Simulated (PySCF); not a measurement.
**A small calculation by hand: oscillator strength and radiative lifetime**

Mo(NH)2(Cl)(NH2) (ClH4MoN3), SMILES [NH]=[Mo](=[NH])([NH2])[Cl], multiplicity 1.

Geometry optimised at B3LYP-D3(BJ)/def2-SVP. The spin state was assumed, not searched. The structure was generated by enumeration; whether it is a known compound was not checked. The def2 effective core potentials stand for the cores of Mo; spin–orbit coupling is left out. One conformer was computed; it need not be the lowest.

PySCF with TDDFT-LC-ωPBE/def2-SVPD puts the first singlet state with f over 0.02 at 4.69 eV (vertical), with the transition dipole (0.291, -0.412, 0.000) in atomic units.

### Question
Find the oscillator strength, the wavelength and the radiative lifetime that this transition would have in vacuum if emission retraced absorption.

### Answer

|μ|² = 0.2544 au, so |μ| = 1.28 D. ΔE = 4.69/27.211 = 0.1724 hartree. f = (2/3) ΔE |μ|² = 0.029 (the program prints 0.029).
λ = 1239.84/4.69 = 264 nm; ν = 37827 cm⁻¹.
Einstein's coefficient A = 0.6670 ν² f s⁻¹ (ν in cm⁻¹) = 2.8e7 s⁻¹, so τ = 1/A = 36 ns. This state is S3; the lower singlets have f = 0.006, 0.002. The figure is the radiative limit of this one transition; relaxation, internal conversion, crossing to triplets and a medium change what is measured.
